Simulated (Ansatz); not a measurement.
FH$_{6}$NOSi$_{2}$ (`N[SiH](F)[SiH2]O`), relaxed with RKS PBE-D4/def2-SVP in the Gaussian-basis code of Ansatz from a rough embedded geometry. The force threshold is 0.03 eV/Å; the program also tests the step.

The species carries charge 0 and has multiplicity 1.

Start:

```xyz
11

N     1.693    0.041   -0.703
Si    0.521   -0.897   -0.007
F     1.155   -1.231    1.401
Si   -1.533    0.126    0.238
O    -1.340    1.797    0.641
H     2.021    0.764   -0.063
H     2.532   -0.523   -0.910
H     0.426   -2.170   -0.838
H    -2.233    0.184   -1.036
H    -2.370   -0.453    1.291
H    -0.871    2.362   -0.014
```

(1) By how much does the energy fall, and how many steps does the optimiser take? (An estimate is asked.)

(2) Which bonds change most? (Estimate.)

(3) Give the relaxed structure. (Estimate.)

Answers

(1) Ansatz gave: 15.77 kcal/mol, in 30 steps, 5 of them rejected.

(2) Computed: N1–Si2 from 1.655 to 1.752 Å; Si2–F3 from 1.580 to 1.651 Å; Si4–H9 from 1.455 to 1.504 Å; Si2–Si4 from 2.308 to 2.354 Å.

(3) Ansatz gave: 
```xyz
11

N     1.572    0.321   -0.152
Si    0.432   -1.009   -0.095
F     0.778   -2.145    1.051
Si   -1.555    0.194    0.290
O    -1.160    1.652   -0.472
H     1.724    0.871    0.701
H     2.463    0.197   -0.644
H     0.553   -1.685   -1.432
H    -2.784   -0.411   -0.330
H    -1.824    0.378    1.763
H    -0.199    1.637   -0.680
```
